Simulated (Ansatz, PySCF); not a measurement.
C₄H₁₂O₃Si, charge +1, doublet, geometry from GFN2-xTB (a state made from the parent by changing its charge; the spin is typed, not shown lowest). Base run: PBE0/6-31G* (PySCF).

Input for PySCF:
```python
from pyscf import gto, scf, dft

mol = gto.M(
    atom='''
C    -2.399916   -1.328307   -0.440004
O    -1.524090   -0.242006   -0.310881
Si    0.000315    0.002570    0.101663
C     0.006439    0.052572    2.079763
O     0.557840    1.427452   -0.359527
C     0.057380    2.722462   -0.550008
O     0.963264   -1.209827   -0.294117
C     2.338071   -1.430608   -0.452088
H    -1.879676   -2.224928   -0.773248
H    -2.908707   -1.511558    0.509234
H    -3.151926   -1.042021   -1.180922
H    -0.754198    0.755631    2.396391
H     0.990039    0.372991    2.400663
H    -0.213442   -0.945741    2.437724
H    -0.973336    2.706059   -0.900699
H     0.694034    3.200493   -1.300071
H     0.136730    3.292849    0.378360
H     2.845259   -0.544435   -0.830356
H     2.446595   -2.250703   -1.167702
H     2.776266   -1.746276    0.497566
''',
    basis='6-31g*',
    charge=1,
    spin=1,
    verbose=4,
)

mf = dft.UKS(mol)
mf.xc = 'pbe0'
mf.kernel()
```

The same geometry, method and basis name were run in Ansatz (a first-principles code) and PySCF, at each program's defaults and at the settings that a row names. The base is PySCF at its defaults. Differences at the defaults can come from grids, fitting, cores and function types together.

```tsv
code and settings	ΔE vs base (µEh)	basis functions	E (Eh)	SCF cycles
PySCF, defaults (exact integrals, its default grid, spherical functions)	0.0	140	-673.99739	13
Ansatz, defaults (factorised integrals, its default grid, Cartesian functions)	-6800	148	-674.00419	-
PySCF, density fitting with def2-universal-jkfit	-146	140	-673.99754	13
PySCF, fine grid	4.6	140	-673.99739	12
Ansatz, high accuracy, Cartesian functions as the basis file defines them	-6799	148	-674.00419	-
```

Open shells are given as the SCF converged; they aren't shown to be the lowest states, and a large step between rows can be another state.
